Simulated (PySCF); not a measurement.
Trend along the halogens: MCu molecules

CCSD(T) with triple-zeta basis sets in PySCF, for the lowest determinant that a PBE0 search found; no spin–orbit coupling. De refers to high-spin ground-configuration atoms.

```tsv
M	basis	reference, frozen orbitals	state (unpaired electrons)	Re (Å)	ωe (cm⁻¹)	De (eV)
F	x2c-TZVPPall	RHF, 6	singlet (closed shell)	1.752	600	3.99
Cl	def2-TZVPP	RHF, 10	singlet (closed shell)	2.094	392	3.61
Br	x2c-TZVPPall	RHF, 14	singlet (closed shell)	2.194	305	3.31
I	def2-TZVPP	RHF, 9	singlet (closed shell)	2.389	251	2.96
```

The shortest bond is that of CuF (1.752 Å), the longest that of CuI (2.389 Å). CuF is bound most strongly (3.99 eV) and CuI least (2.96 eV).

The rows differ in basis set, which adds steps of its own.

Down a group the atoms grow and get heavier, so bonds lengthen and wavenumbers fall; this series shows no clear exception.

Correlated steps freeze the inner cores (6 to 14 orbitals); shallow outer-core shells are correlated. Spin–orbit coupling is left out, which matters for elements this heavy, above all for dissociation energies. Where the molecule has an RHF reference, its open-shell atoms are computed with UHF. The CCSD T1 diagnostic is raised in CuBr, CuCl, CuF, a sign that a single reference may not be enough there.
